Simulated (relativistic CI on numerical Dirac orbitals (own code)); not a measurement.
**What each ingredient does to the levels of Rh38+**

Base calculation: Dirac-Coulomb-Breit CI, orbitals from a KLI potential per configuration, QED by a radiative potential, unscaled Slater integrals.

Configurations in the expansion (outside the closed core 1s2): 2s²2p³, 2s2p⁴, 2p⁵, 2p⁴3s, 2p⁴3p, 2p⁴3d, 2s²2p²3s, 2s²2p²3p, 2s²2p²3d, 2s2p³3s, 2s2p³3p, 2s2p³3d, 2s²2p²4s, 2s²2p²4p, 2s²2p²4d, 2s²2p²4f. Levels of other configurations are missing.

Variants: (1) configuration mixing switched off. Shifts of the energy above 2s²2p³ ²P°3/2, in eV, for the lowest level and the first level of each name with at least 55 % of one term (blank where a level changes its place among those of its configuration and J or its character, or is not in the variant):

```
          Level     Base   Δ(1)
  2s²2p³ ²P°3/2     0.00   0.00
  2s²2p³ ²D°5/2   154.34  -1.48
  2s²2p³ ²P°1/2   177.65  +2.01
    2s2p⁴ ⁴P5/2   307.01  -1.72
    2s2p⁴ ⁴P3/2   463.78  -1.63
    2s2p⁴ ²D5/2   490.13  -1.45
    2s2p⁴ ²P1/2   516.84  -1.37
    2s2p⁴ ²P3/2   529.13  -1.17
     2p⁵ ²P°3/2   718.74  -6.29
     2p⁵ ²P°1/2   872.00  -4.89
 2s²2p²3s ⁴P3/2  3226.33  +1.78
 2s²2p²3s ²P1/2  3232.48  +1.41
 2s²2p²3s ²D5/2  3240.04  +2.16
 2s²2p²3s ²D3/2  3244.80  +1.50
2s²2p²3p ²F°7/2  3337.39  +0.83
2s²2p²3p ²P°1/2  3362.11  +1.50
 2s²2p²3d ⁴D1/2  3385.29  +0.25
 2s²2p²3d ⁴F7/2  3392.49  +0.30
 2s²2p²3d ²G9/2  3407.38  -0.09
```

At this charge energies of transitions that change n are usually good to better than 1 %, and those within a shell (Δn = 0) to a few per cent.

Ionisation energy from the two ground configurations alone: base 5597.83 eV. The NIST ASD value (semi-empirical) is 5600 eV.

LS names give the leading component of a level, which can be under half, so a name can repeat, a term be missing and a line seem to break the LS rules.
